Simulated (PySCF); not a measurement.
C₂H₉NOSi, SMILES C[Si@H](N)OC.

Geometry: PBE-D3(BJ)/def2-SVP. The structure was generated by enumeration; whether it is a known compound was not checked. The values are those of a single conformer.

Two levels are set side by side: PBE/def2-TZVP (PySCF) and CAM-B3LYP/def2-TZVP (PySCF). Same geometry, gas phase. Differences are taken from unrounded values.

```
quantity                     CAM-B3LYP
---------------------------  ---------
orbital gap (eV)                 10.48
highest occupied level (eV)      -8.88
lowest empty level (eV)           1.60
dipole moment (D)                 2.06
mean polarisability (bohr³)       60.7
```

Problem. What does PBE give, and how far is it from CAM-B3LYP? (An estimate is asked for; the answer gives what the named calculation found.)

Solution. 
| quantity | PBE | PBE minus CAM-B3LYP |
|---|---|---|
| orbital gap (eV) | 5.99 | -4.49 |
| highest occupied level (eV) | -5.98 | 2.91 |
| lowest empty level (eV) | 0.01 | -1.58 |
| dipole moment (D) | 2.02 | -0.04 |
| mean polarisability (bohr³) | 64.0 | 3.4 |

PBE's occupied levels lie high since its potential decays too fast outside the molecule; exact exchange lowers them and widens the gap. Loosely held outer electrons make PBE densities more polarisable. Differences between two approximate levels are no errors against the true value.

Rough cost on one machine, each run with all the roots and properties that it gave: CAM-B3LYP against PBE within a factor of 2.
